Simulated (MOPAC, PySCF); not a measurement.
HClGeO, SMILES `[Ge]([Cl])[OH]` (lower singlet; H–O–Ge–Cl torsion 180°), neutral singlet in the gas phase. This singlet lies 2.77 eV below the relaxed triplet at the level frozen-core CCSD(T)/cc-pVTZ // B3LYP-D3(BJ)/def2-TZVP (Ansatz).

Cartesian coordinates (Å):
SMILES: [OH][Ge][Cl]
```xyz
4

O     -0.8315    -0.4009     0.0222
Ge     0.4056     0.8988    -0.0522
Cl     2.1622    -0.4328     0.0310
H     -1.7363    -0.0651    -0.0010
```
Charge 0, multiplicity 1.

All levels are single points at this geometry (B3LYP-D3(BJ)/def2-TZVP); Pople sets use spherical d functions. Orbital energies aren't observables, and empty levels follow the basis.

```csv
level,HOMO (eV),LUMO (eV),gap (eV),dipole (D),"vertical IE, Delta-SCF (eV)"
B3LYP-D3(BJ)/def2-TZVP in PySCF,-7.60,-2.60,5.00,3.37,–
B3LYP/3-21G in PySCF,-7.30,-2.43,4.87,4.45,–
B3LYP/6-31G* in PySCF,-7.52,-2.53,4.99,3.56,10.06
B3LYP/LANL2DZ in PySCF,-7.58,-2.76,4.82,4.37,–
BP86/6-31G* in PySCF,-6.65,-3.16,3.49,3.41,–
M06-2X/6-31G* in PySCF,-8.81,-1.42,7.39,3.67,–
PBE/6-31G* in PySCF,-6.53,-3.04,3.49,3.38,9.83
SVWN5/6-31G* in PySCF,-6.68,-3.23,3.45,3.40,10.05
HF/3-21G in PySCF,-10.26,0.49,10.75,5.10,–
HF/6-31G* in PySCF,-10.35,0.57,10.93,3.95,9.45
HF/STO-3G in PySCF,-7.39,4.23,11.63,4.20,–
AM1 in MOPAC,-9.32,-1.45,7.86,3.37,–
PM7 in MOPAC,-9.76,-1.24,8.52,5.67,–
```
